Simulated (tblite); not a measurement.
C8H10O2S.
Z-matrix (Å and degrees, GFN2-xTB geometry), rows numbered from 1:
```
C 
S   1  1.8197
O   2  1.4380  1  108.20
O   2  1.4379  1  108.05  3  -128.92
C   2  1.7988  1  103.25  3   115.39
C   5  1.3347  2  118.41  1   107.93
C   6  1.4950  5  120.70  2   175.20
C   7  1.4984  6  103.51  5    69.35
C   8  1.3390  7  122.00  6   -69.87
C   9  1.4368  8  125.52  7     8.61
C  10  1.3514  9  124.27  8    33.44
H   1  1.0820  2  108.36  3   -56.68
H   1  1.0819  2  107.61  3  -177.35
H   1  1.0826  2  107.74  3    63.18
H   6  1.0795  5  119.22  2    -4.22
H   7  1.0872  6  111.82  5  -170.18
H   7  1.0931  6  109.80  5   -47.99
H   8  1.0804  7  117.69  6   110.91
H   9  1.0825  8  118.91  7  -172.97
H  10  1.0819  9  116.56  8  -154.87
H  11  1.0809  5  115.35  2   -29.10
```

All values are computed: GFN2-xTB (tblite) harmonic vibrations without scaling, gas phase. The method is semi-empirical: single wavenumbers can be off by several per cent or more. One conformer, not necessarily the lowest.

Harmonic wavenumbers (cm⁻¹): 37.1, 75.1, 112.5, 137.7, 183.5, 239.4, 254.0, 258.7, 285.1, 355.6, 364.7, 398.2, 433.0, 461.5, 515.3, 599.1, 674.0, 710.4, 756.8, 812.1, 836.3, 852.7, 855.4, 872.7, 896.9, 923.9, 966.0, 994.1, 1027.0, 1066.0, 1099.0, 1118.8, 1173.8, 1202.4, 1227.7, 1246.6, 1258.8, 1264.5, 1269.5, 1333.4, 1391.2, 1424.1, 1432.2, 1453.1, 1565.1, 1646.8, 1657.3, 2952.8, 3030.8, 3050.5, 3061.7, 3065.8, 3076.6, 3079.7, 3084.0, 3089.0, 3089.6.

A = 1950, B = 696.0, C = 616.8 MHz; mass 170.040 u (most abundant isotopes); point group C1, symmetry number 1.

Problem. What is the zero-point energy?

Solution. Half the sum of the wavenumbers: 35150 cm⁻¹ = 420.48 kJ/mol.

Problem. Give the ideal-gas entropy at 500 K and 1 bar in the rigid-rotor, harmonic-oscillator model (classical rotation).

Solution. Translation 183.66, rotation 133.35, vibration 240.42: S = 557.4 J/(mol K).

Problem. And Cp and H(500 K) − H(0)?

Solution. Cp = 275.73 J/(mol K), of which vibrations give 242.47 (their classical limit is 57 R = 473.9); H(500 K) − H(0) = 79.39 kJ/mol without the zero-point energy, 62.77 from vibrations.

Problem. Which modes carry the vibrational entropy at 500 K?

Solution. 37.1 cm⁻¹: 26.92; 75.1 cm⁻¹: 21.07; 112.5 cm⁻¹: 17.73; 137.7 cm⁻¹: 16.07; 183.5 cm⁻¹: 13.72; 239.4 cm⁻¹: 11.58 J/(mol K); the other 51 give 133.34 together.

Problem. Blend soft modes into free rotors: weight 1/[1 + (100 cm⁻¹/ν̃)⁴] for the oscillator and the rest for a rotor with moment μB/(μ + B), μ = h/(8π²ν), B = 10⁻⁴⁴ kg m². What vibrational entropy results?

Solution. 224.95 J/(mol K) in place of 240.42, which changes −T·S at 500 K by +7.73 kJ/mol.

Problem. What must be added to the electronic energy to get the Gibbs energy at 500 K and 1 bar?

Solution. ZPE + [H(500 K) − H(0)] − T·S = 420.48 + 79.39 − 278.71 = 221.16 kJ/mol.

Problem. How do the functions run with temperature in this model?

Solution. 
```
T (K)  S (J/(mol K))  Cp (J/(mol K))  H − H(0) (kJ/mol)  G − H(0) (kJ/mol)  ln q(vib)
  100          301.5            83.3               5.58             -24.57       1.86
  200          375.4           135.1              16.54             -58.54       4.74
  300          439.9           186.8              32.63             -99.35       7.75
  800          706.5           356.8             175.50            -389.70      22.58
 1000          790.0           390.6             250.44            -539.53      27.99
```

q(vib) and H(0) count from the zero-point level.

Hindered rotation and anharmonicity are outside this model. Other conformers, if any are populated, would add a mixing term that is left out. The structure is chiral; the term R ln 2 for an equal mix with its mirror image is left out.
